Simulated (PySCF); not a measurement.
Diatomic GaCl, closed-shell singlet (the spin of the measured ground state). No spin–orbit coupling. Ga is treated without relativity.

The constants come from a fifth-degree fit in 1/R (seven points, main isotopes). Runs in def2 and cc sets follow the lowest solution found near the PBE0 minimum. The singlet is held restricted.

Rows in LANL2DZ carry no dispersion term and start afresh at each structure. LANL2DZ brings its own core potentials from Na on.

Run with PySCF for LANL2DZ rows. Values without a source in brackets are computed.

Energies at BP86/LANL2DZ:

```csv
R (Å),E (hartree)
2.060754,-17.09140073
2.116151,-17.09771204
2.167116,-17.10171308
2.224728,-17.10451739
2.282341,-17.10582180
2.348817,-17.10582015
2.426372,-17.10421134
```

Task: With a reduced mass of 23.1990 u, find the minimum, the force constant and the constants.

Result: A fifth-degree polynomial in 1/R puts the minimum at r_e = 2.3149 Å with force constant 143 N/m. Then ω_e = (1/2πc)√(k/μ) = 323 cm⁻¹ and B_e = h/(8π²cμr_e²) = 0.1356 cm⁻¹; the cubic and quartic terms give α_e = 0.00060 and ω_e x_e = 0.83 cm⁻¹.
